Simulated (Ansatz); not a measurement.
Start from `[NH2][Zr]([OH])([F])[F]` and change one atom or group to get `[OH][Zr]([F])([F])[Br]`.

Ansatz, PBE0-D4/def2-TZVP geometries, multiplicity 1. Each molecule was computed in one conformer, which needn't be the lowest.

Elements past krypton have def2 core potentials. Scalar relativity is left out up to krypton.

| property | `[NH2][Zr]([OH])([F])[F]` |
| --- | --- |
| HOMO–LUMO gap (ωB97M-V/def2-TZVPP) / eV | 10.63 |
| HOMO–LUMO gap (B3LYP/def2-TZVPP) / eV | 6.72 |
| HOMO–LUMO gap (PBE/def2-TZVPP) / eV | 4.92 |
| HOMO energy (PBE/def2-TZVPP) / eV | -6.29 |
| HOMO energy (PBE0/def2-TZVPP) / eV | -7.74 |
| HOMO energy (ωB97M-V/def2-TZVPP) / eV | -10.11 |

(1) What does the change do to each property? (Best estimate.)

Results:

(1) Ansatz gave: 
| property | `[OH][Zr]([F])([F])[Br]` | shift |
| --- | --- | --- |
| HOMO–LUMO gap (ωB97M-V/def2-TZVPP) / eV | 11.39 | 0.76 |
| HOMO–LUMO gap (B3LYP/def2-TZVPP) / eV | 6.98 | 0.26 |
| HOMO–LUMO gap (PBE/def2-TZVPP) / eV | 5.34 | 0.42 |
| HOMO energy (PBE/def2-TZVPP) / eV | -7.48 | -1.19 |
| HOMO energy (PBE0/def2-TZVPP) / eV | -8.80 | -1.06 |
| HOMO energy (ωB97M-V/def2-TZVPP) / eV | -10.99 | -0.88 |

With PBE0 the HOMO falls by 1.06 eV and the LUMO falls by 0.82 eV, so the gap widens by about 0.24 eV. PBE moves the HOMO by -1.19 eV and ωB97M-V by -0.88 eV. The zero-point energy changes by -61.7 kJ/mol with -6 modes.

B3LYP here is the variant with VWN-RPA as its local correlation; programs differ in this.

Spin–orbit coupling is left out; it splits and shifts lone-pair levels of the heavy atoms by tenths of an eV.
